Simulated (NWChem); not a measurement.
System: C₃H₅ClSi; SMILES ClC1=CC[SiH2]1

```xyz
10

Cl     0.1223    -2.0761     0.0000
C     -0.1047    -0.3775     0.0000
C     -1.2700     0.3037     0.0000
C     -0.9232     1.7810     0.0000
Si     0.8964     1.2041     0.0000
H     -2.2838    -0.1194     0.0000
H     -1.2707     2.3245    -0.8939
H     -1.2707     2.3245     0.8939
H      1.7134     1.5009    -1.2149
H      1.7134     1.5009     1.2149
```
Atoms are numbered in this order, from 1.

Results from NWChem. Coordinates come from a PBE0/def2-SVP optimisation. Level: M06-2X/def2-SVP with SMD (1 M gas to 1 M solution), gas-phase geometry. Reactions with the solvent are ignored.

```
solvent        dielectric constant  solvation free energy (kcal/mol)  cavity-dispersion-structure term (kcal/mol)  dipole in solution (D)
-------------  -------------------  --------------------------------  -------------------------------------------  ----------------------
water                         78.4                               1.2                                          3.1                    2.39
cyclohexane                   2.02                              -2.6                                         -1.7                    2.03
ethanol                       24.9                              -2.8                                         -1.0                    2.36
benzene                       2.27                              -3.2                                         -2.2                    2.06
1,4-dioxane                   2.21                              -1.6                                         -0.6                    2.06
diethyl ether                 4.24                              -3.3                                         -1.9                    2.21
acetone                       20.5                              -3.1                                         -1.2                    2.35
```
